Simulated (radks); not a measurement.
All-electron atom: the caesium ion Cs48+ in 1s1 2s2 2p3 3p1 (not the ground configuration). Method: Dirac Kohn-Sham, PBE, spin-unpolarised, spherical densities, finite nucleus; open shells fill j = l - 1/2 first; Fermi nuclear charge, rms radius 4.8041 fm; computed with a radial shooting solver on a logarithmic mesh with Libxc functionals.

Unscreened Slater integrals over Kohn-Sham orbitals (cm^-1). Large and small components are both included. Empty in this configuration: 3p3/2.

integral           value
F0(3p1/2,3p1/2)   844220
F0(3p1/2,2p3/2)  1104500
G2(3p1/2,2p3/2)   125360
F0(3p1/2,2p1/2)  1118600
G0(3p1/2,2p1/2)   122850
F0(3p1/2,2s1/2)  1072000
G1(3p1/2,2s1/2)    95991
F0(3p1/2,3p3/2)   829800
G2(3p1/2,3p3/2)   408850
F0(2p3/2,2p3/2)  2128900
F2(2p3/2,2p3/2)  1020500
F0(2p3/2,2p1/2)  2191700
G2(2p3/2,2p1/2)  1007500
F0(2p3/2,2s1/2)  1968200
G1(2p3/2,2s1/2)  1097300
F0(2p3/2,3p3/2)  1074300
F2(2p3/2,3p3/2)   288840
G0(2p3/2,3p3/2)   113840
G2(2p3/2,3p3/2)   127220
F0(2p1/2,2p1/2)  2262300
F0(2p1/2,2s1/2)  2016200
G1(2p1/2,2s1/2)  1074300
F0(2p1/2,3p3/2)  1087200
G2(2p1/2,3p3/2)   124770
F0(2s1/2,2s1/2)  1867700
F0(2s1/2,3p3/2)  1042800
G1(2s1/2,3p3/2)    88219
F0(3p3/2,3p3/2)   816420
F2(3p3/2,3p3/2)   407160
